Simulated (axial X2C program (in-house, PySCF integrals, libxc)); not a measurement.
## Testing model relations on CoO

A bond curve at the PW91 level, 2c, was computed with an in-house all-electron X2C program for linear molecules (integrals from PySCF) (basis Co dyall-cv3z [9s10p6d3f2g], O dyall-av3z [7s6p3d2f] (cores contracted in-house)) for the state Ω = 7/2 (⟨Sz⟩ = 1.50, ⟨Lz⟩ = 2.00 at PW91). Its fit gives Re = 1.6156 Å, ωe = 895.5 cm⁻¹, ωexe = 4.85 cm⁻¹ and αe = 3.784e-03 cm⁻¹; the masses are 58.9332 and 15.9949 u. Two-component means X2C with spin–orbit coupling and atomic mean-field Coulomb and Gaunt terms.

Problem. Find the reduced mass, Be and the force constant.

Solution. From the PW91 values: μ = 12.5805 u. Be = 16.8576/(μ Re²) = 0.5134 cm⁻¹. k = 5.8918×10⁻⁷ μ ωe² = 5.94 mdyn/Å.

Problem. Where do the fundamental and the first overtone lie?

Solution. ν(1←0) = ωe − 2ωexe = 885.8 cm⁻¹; ν(2←0) = 2ωe − 6ωexe = 1761.9 cm⁻¹.

Problem. Estimate the centrifugal constant by the Kratzer relation.

Solution. D = 4Be³/ωe² = 6.75e-07 cm⁻¹.

Problem. The dipole moment p changes by 4.66 D/Å at Re. What harmonic infrared intensity follows?

Solution. I = 42.256 × (dp/dR)²/μ = 73 km/mol.

Problem. A Morse curve ties αe to the other constants (Pekeris). How well does that hold?

Solution. αe(Morse) = 6Be²/ωe × (√(ωexe/Be) − 1) = 3.662e-03 cm⁻¹; the PW91 curve gives 3.784e-03 cm⁻¹, a ratio of 0.97.

Occupations by symmetry block were frozen at the best pattern of an incomplete PBE0 search. Density functionals use the spin component along the axis (collinear). PBE0 can misorder states that lie within some tenths of an eV, so this need not be the ground state of the molecule. The nearest other 2c determinant of the search, Ω = 1/2, lies 0.12 eV up at the distance of the search. The functionals have no current-density term, which raises determinants with orbital currents, atoms included. With several unpaired electrons one determinant need not be a pure state. At some level and bond length an empty orbital lies below a filled one.
